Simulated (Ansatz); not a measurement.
Basis-set series for C₂H₃AlN (`[CH3][Al][C]#N`) radical. The species carries charge 0 and has multiplicity 2. All single points use the PBE0-D4/def2-TZVP geometry.

```xyz
7

C     0.831    0.732    0.439
Al   -0.163   -0.940    0.632
C    -1.483   -1.335   -0.756
N    -2.279   -1.636   -1.538
H     1.906    0.537    0.381
H     0.668    1.379    1.305
H     0.519    1.264   -0.463
```

```
functional       basis  functions  energy (Eh)  HOMO (eV)  LUMO (eV)
   PBE0-D4    def2-SVP         75   -374.70627      -6.12      -2.72
   PBE0-D4  def2-TZVPP        177   -374.94361      -6.19      -2.78
   ωB97M-V    def2-SVP         75   -374.90560      -7.74      -1.23
   ωB97M-V  def2-TZVPP        177   -375.14907      -7.84      -1.29
```

Task: Give the rows for def2-QZVPP. (Estimate.)

Result: Computed: 
```tsv
functional	basis	functions	energy (Eh)	HOMO (eV)	LUMO (eV)
PBE0-D4	def2-QZVPP	331	-374.95817	-6.21	-2.79
ωB97M-V	def2-QZVPP	331	-375.16333	-7.88	-1.37
```

HOMO and LUMO are taken over both spins.
